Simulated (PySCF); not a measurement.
Compound: C₈H₉ (charge +1).
Atom-mapped SMILES: `[CH3:1][c:2]1[cH:3][cH:4][cH:5][cH:6][cH:7][cH+:8]1` (hydrogens: H9, H10, H11 on C1; H12 on C3; H13 on C4; H14 on C5; H15 on C6; H16 on C7; H17 on C8)
Bond orders are those of one Lewis drawing.

Computed by this run: PBE0-D3(BJ)/def2-SVP geometry optimisation, gas phase (PySCF 2.14.0); density fitting, grid level 1; the optimiser is geomeTRIC in internal coordinates, started from a GFN2-xTB structure.

Step 0: E = -8419.3774 eV
```
atom  x, y, z in Å  |  force x, y, z in eV/Å
C1      2.4757   -0.0782   -0.0084   -0.069   0.004  -0.003
C2      0.9923   -0.0300   -0.0112    0.032   0.001  -0.025
C3      0.3899    1.2270    0.1479   -0.042  -0.164  -0.014
C4     -0.9487    1.5729    0.1828   -0.106  -0.154  -0.022
C5     -2.0748    0.7573    0.0619    0.137  -0.004   0.010
C6     -2.1190   -0.6163   -0.0998    0.137  -0.005   0.006
C7     -1.0479   -1.5075   -0.1800   -0.096   0.161   0.018
C8      0.3102   -1.2487   -0.1438   -0.032   0.165   0.023
H9      2.8568   -0.9163   -0.5865    0.148  -0.282  -0.213
H10     2.9135    0.8460   -0.3770    0.169   0.314  -0.141
H11     2.8249   -0.2119    1.0187    0.152  -0.051   0.393
H12     1.0823    2.0541    0.2577    0.227   0.298   0.021
H13    -1.1537    2.6287    0.3158   -0.062   0.382   0.048
H14    -3.0307    1.2650    0.1069   -0.351   0.176   0.014
H15    -3.1055   -1.0589   -0.1667   -0.362  -0.153  -0.024
H16    -1.3204   -2.5503   -0.2941   -0.087  -0.379  -0.042
H17     0.9481   -2.1209   -0.2341    0.206  -0.309  -0.050
```

Task: Estimate the geometry and energy of step 1. (The exact step hangs on the optimiser's Hessian estimate; all steps are aligned on step 0, rigid shifts and turns removed.)

Result: E = -8419.4067 eV, largest force 0.073 eV/Å
```
atom  x, y, z in Å  |  force x, y, z in eV/Å
C1      2.4945   -0.0806    0.0074    0.058  -0.002   0.005
C2      1.0023   -0.0299   -0.0145   -0.034   0.001  -0.002
C3      0.3899    1.2292    0.1333    0.044   0.050   0.002
C4     -0.9565    1.5751    0.1736   -0.002   0.071   0.016
C5     -2.0883    0.7592    0.0747   -0.061   0.014  -0.003
C6     -2.1327   -0.6202   -0.0878   -0.062  -0.010  -0.005
C7     -1.0557   -1.5070   -0.1892   -0.006  -0.072  -0.002
C8      0.3102   -1.2474   -0.1582    0.041  -0.051  -0.010
H9      2.8849   -0.9258   -0.5753   -0.001   0.006   0.004
H10     2.9424    0.8513   -0.3624   -0.001  -0.007   0.002
H11     2.8388   -0.2168    1.0490   -0.009   0.001  -0.010
H12     1.0839    2.0716    0.2296   -0.024  -0.025  -0.003
H13    -1.1585    2.6444    0.2998    0.007  -0.036  -0.005
H14    -3.0546    1.2712    0.1319    0.031  -0.013   0.000
H15    -3.1299   -1.0693   -0.1439    0.032   0.012   0.003
H16    -1.3260   -2.5614   -0.3129    0.009   0.036   0.004
H17     0.9485   -2.1315   -0.2650   -0.023   0.026   0.003
```

The energy changes by -0.0293 eV. The first-order estimate −F·Δx gives -0.0604 eV and the mean of the old and new forces, exact on a quadratic surface, -0.0295 eV. The step makes an angle of 62° with the force vector and moves no atom by more than 0.035 Å.

The cost below is that of the whole optimisation. The run took 21 s wall on Arm Neoverse V2, one thread, no GPU, shared host, and the process peaked at 0.75 GiB of memory.
